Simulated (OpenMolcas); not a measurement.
**Pt: from CASSCF to CASPT2**

```
Program             : OpenMolcas
Basis               : ANO-RCC-VTZP [8s7p5d3f1g]
Scalar Hamiltonian  : DKH2, point nucleus
Active space        : 10 electrons in 6 orbitals (5d 6s)
State averaging     : 2S+1 = 3 even, 15 roots; 2S+1 = 1 even, 20 roots
Spin-orbit coupling : RASSI with atomic mean-field integrals over the reference wave functions, term energies averaged over their components
```

Methods on the same reference wave functions:
A. CASSCF
B. SS-CASPT2, IPEA 0.25 Eh, imaginary shift 0.1 Eh (closed shells correlated: 5s 5p)
C. MS-CASPT2, IPEA 0.25 Eh, imaginary shift 0.1 Eh (closed shells correlated: 5s 5p)

Energies in cm⁻¹ above 5d⁹ 6s ³D₃, the measured ground level; measured values from NIST Handbook of Basic Atomic Spectroscopic Data.

```tsv
Level	A	B	C	Measured
5d⁸ 6s² ³F₄	-1602	-2310	-2310	824
5d⁹ 6s ³D₃	0.0	0.0	0.0	0.0
5d⁹ 6s ¹D₂ [60 %]	623	-624	-571	776
5d⁸ 6s² ³F₃	7578	6960	6960	10117
5d⁹ 6s ³D₁	10532	10530	10530	10132
5d⁸ 6s² ³P₀ [65 %]	19373	19230	19230	
5d⁸ 6s² ³P₁	19807	16180	16180	18567
5d⁸ 6s² ¹G₄	22687	19510	19510	21967
5d¹⁰ ¹S₀ [65 %]	26582	5690	5690	6140
5d⁸ 6s² ¹D₂ [61 %]	26793	23630	23890	26639
```

A puts 5d⁸ 6s² ³F₄ lowest. B puts 5d⁸ 6s² ³F₄ lowest. C puts 5d⁸ 6s² ³F₄ lowest.

Deviations, from unrounded energies. A percentage is the sum of absolute deviations over the sum of measured energies, with the sign that they share, or ± where signs differ.

| Against measurement | Levels | A | B | C |
| --- | --- | --- | --- | --- |
| mean absolute deviation (cm-1) | 8 | 3500 | 2000 | 2000 |
| fine structure of the ground term (%) | 1 | +3.9 | +3.9 | +3.9 |
| other terms of the ground configuration (%) | 1 | -19.7 | -180.5 | -173.6 |
| other configurations (%) | 6 | ±32.7 | -17.3 | -17.0 |

B, C lie about equally close to measurement and A furthest from it. The largest miss of C in the table is 5d⁸ 6s² ³F₃, by -3200 cm-1. The ranking rests on the paired levels alone, and a cruder setting can come out closer through cancelling errors.

Between B and C the level of the table that moves most is 5d⁸ 6s² ¹D₂ [61 %], by 260 cm-1 (lowest in B, highest in C). Moves below CASPT2's spread within the term are not significant.

The mean deviations of B to C differ by less than CASPT2's widest spread within a term (1400 cm-1), so their order carries little weight.

The lowest spin-free term lies below A's lowest term by 0.567 hartree in B, 0.567 hartree in C.

CASPT2 breaks the degeneracy within a term, and the mean is taken; among the terms shown or strongly mixed into the levels shown the widest spread is 1400 cm-1 (5d⁸ 6s² ¹G, C). Over all roots computed the reference weight is 0.83 to 0.88 in B, 0.83 to 0.88 in C; the roots of lowest weight are the least certain, and an intruder state may touch them. The lowest computed level is not the ground level that NIST lists (3D3). Configurations are named by rounded mean occupations; where the s occupation lies near a half they are strongly mixed, a name can repeat and a true partner stay unpaired. A single d shell beside an s shell can misplace configurations of different d count against each other. The lowest spin-free term belongs to 5d⁹ 6s, not to the configuration of the lowest level. The CASPT2 spread within a term exceeds the gap to the next term for 5d⁸ 6s² ¹D and 5d⁸ 6s² ¹G, so the order of their levels is uncertain (figures for B; the like holds for C). Without dynamic correlation excited terms often stand tens of per cent too high (terms of higher spin than the ground term too low), and those without a measured partner can miss by more than the paired ones (holds for A). Some levels mix across a computed gap that differs much from the measured one, so their mixing is not that of the real levels (holds for A). Computed and measured levels are paired by configuration, term and J; levels that our copy of the source lacks, or whose pairing is in doubt (as where it misses far off the trend of its configuration), stay unpaired and out of the deviations. Only configurations of the active space appear. The table leaves out levels that lie high or whose names do not pair safely across all columns.

A share in square brackets marks a mixed level and gives the weight of the term that names it, the lowest over the columns.
